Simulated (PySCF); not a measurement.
Molecule: `C1=NC(Br)=CC=C1`, C$_{5}$H$_{4}$BrN.

Geometry (Å), atoms numbered from 1 in this order:
```xyz
11

Br    3.025   -1.470   -0.179
C     1.306   -0.670   -0.101
C     1.223    0.726   -0.090
C    -0.048    1.285   -0.033
C    -1.160    0.444    0.012
C    -0.943   -0.931   -0.004
N     0.272   -1.476   -0.059
H     2.124    1.339   -0.127
H    -0.168    2.371   -0.022
H    -2.174    0.845    0.058
H    -1.786   -1.630    0.030
```

Geometry PBE0-D3(BJ)/def2-SVP throughout; GIAO in PySCF, gas phase, one conformer, non-relativistic; equivalent atoms averaged; basis pcSseg-1.

For orientation, wB97X-D gives these absolute shieldings σ: Br1 1871.8, C2 20.3, C6 27.9, C4 40.0, C3 49.1, C5 56.6, H11 22.86, H8 23.91, H10 24.25 ppm.

A run gave: Br1 2106.0, C2 27.2, C6 31.9, C4 42.2, C3 57.5, C5 64.4, H11 22.99, H8 24.18, H10 24.51 ppm (absolute shieldings σ).

Task: Which functional was used in that run?
A. HF
B. PBE0
C. BHandHLYP
D. B3LYP

Result: A. Br1 tells them apart best: HF gives 2106.0, PBE0 gives 1864.0, B3LYP gives 1805.6, BHandHLYP gives 1924.1 ppm.
